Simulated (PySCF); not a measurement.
Ga(H2O)F3.
Cartesian coordinates in Å at the PBE0-D3(BJ)/def2-SVP level; atoms count from 1:
```xyz
7
F3GaH2O angstrom
Ga     0.0789   -0.0343   -0.8731
O      0.2774   -0.0005    1.1617
H     -0.2822   -0.7072    1.5191
H     -0.0927    0.8388    1.4760
F      1.6690   -0.2695   -1.5365
F     -0.6277    1.5692   -0.9132
F     -1.0229   -1.3964   -0.8341
```

Computed with TDDFT PBE0/def2-SVPD, vertical, gas phase, core orbitals frozen in the response (PySCF 2.14.0, density-fitted response routines). Relativistic effects, spin–orbit coupling among them, are left out although an element past zinc is present.

Computed states:

| state | E (eV) | f |
| --- | --- | --- |
| S1 | 8.05 | 0.0014 |
| S2 | 8.18 | 0.0077 |
| S3 | 8.26 | 0.042 |
| S4 | 8.33 | 0.028 |
| S5 | 8.35 | 0.067 |
| S6 | 8.50 | 0.152 |
| S7 | 9.42 | 0.029 |
| S8 | 9.44 | 0.0007 |
| S9 | 9.53 | 0.0005 |
| S10 | 9.56 | 0.0052 |
| S11 | 9.62 | 0.015 |
| S12 | 9.65 | 0.012 |
| S13 | 9.90 | 0.043 |
| S14 | 9.94 | 0.060 |
| S15 | 10.09 | 0.0089 |

Broadening: Gaussians 0.4 eV wide at half height, area fixed by f = 4.319×10⁻⁹ ∫ε dν̃. The width is an assumption, not a result. The curve ends short of the highest state used, and states not computed would add to its high-energy end.

Question: What does the envelope look like, and where are its maxima?

Answer: 
```
E (eV)  ε (L mol⁻¹ cm⁻¹)
  7.45                 0
  7.54                 2
  7.63                11
  7.72                55
  7.81               220
  7.89               650
  7.98              1828
  8.07              4202
  8.16              7906
  8.25             12252
  8.34             15762
  8.43             16857
  8.52             14859
  8.60             11139
  8.69              6493
  8.78              2965
  8.87              1055
  8.96               332
  9.05               246
  9.14               554
  9.23              1224
  9.31              2055
  9.40              3023
  9.49              3783
```

Maxima: 147 nm (8.42 eV), ε about 17000, made up of S3 (11%), S5 (25%) and S6 (54%) (ε in L mol⁻¹ cm⁻¹; maxima over ε = 5, shares over 10%). At its high-energy end, 9.49 eV, the curve is still rising (ε about 3800, from S7, S11 and S12).

Question: Coming from long wavelengths, where does ε first pass 100 L mol⁻¹ cm⁻¹?

Answer: At about 160 nm (7.76 eV), 0.29 eV below S1.

Question: What would ε be at 8.42 eV, the highest of these maxima, with half the width (0.2 eV)?

Answer: About 22200 L mol⁻¹ cm⁻¹ against 16900, a factor of about 1.3; a lone state at its own centre would give exactly 2.

Question: Does any computed singlet lie in the visible range?

Answer: No computed singlet lies in the visible range (380 to 750 nm); the lowest, at 154 nm, stands 4.79 eV above its violet end (3.26 eV).
